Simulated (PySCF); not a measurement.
MnF2, SMILES [Mn]([F])[F] (connectivity only; charge and spin as stated), neutral, multiplicity 6. Coordinates come from a PBE0-D3(BJ)/def2-TZVP optimisation. The spin state was assumed, not searched. The isomer is the one that the SMILES or the coordinates give; other isomers of the formula were not compared.

Level of theory: PBE0-D3(BJ)/def2-TZVP (PySCF).

Harmonic wavenumbers (cm⁻¹): 128, 128, 581, 731. Rotational constants (GHz): 4.144 (linear); symmetry number 2.

Task: Work out the zero-point energy and the ideal-gas rigid-rotor harmonic-oscillator thermochemistry at 298.15 K and 1 atm.

Result: ZPE = ½ Σ hcν = ½ × 1567 cm⁻¹ = 2.24 kcal/mol. H − E(el) = 5.34 kcal/mol. Entropy in cal/(mol K): translation 39.50, rotation 15.14, vibration 6.71, spin 3.56, total 64.91. G − E(el) = -14.01 kcal/mol. Cp = 12.65 cal/(mol K). Modes under 150 cm⁻¹ make the vibrational entropy uncertain.
